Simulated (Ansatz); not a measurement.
Basis-set extrapolation for `C#C[CH2][AlH][CH2]O` (PBE0-D4/def2-TZVP geometry, frozen core, the Gaussian-basis code of Ansatz). Multiplicity 1, RHF reference.

```csv
,def2-TZVPP,def2-QZVPP
HF,-472.337805,-472.355409
MP2 correlation,-0.961404,-1.028379
CCSD(T) correlation,-1.045823,not run
```

Energies in hartree. Use E(X) = E(∞) + A·exp(−7.88·√X) for Hartree–Fock and E(X) = E(∞) + B·X^(−2.97) for correlation, with X = 3 and 4, and add CCSD(T) minus MP2 of the smaller set to the MP2 limit.

Question: What is the CCSD(T) energy at the basis-set limit?

Answer: HF limit: -472.355409 + (-0.017604) × 0.13774 = -472.35783. MP2 limit: -1.028379 + (-0.066975) × 0.74074 = -1.07799. Higher-order term: -1.045823 − (-0.961404) = -0.08442. Total: -473.52024 hartree, 358.7 kJ/mol below CCSD(T)/def2-TZVPP.
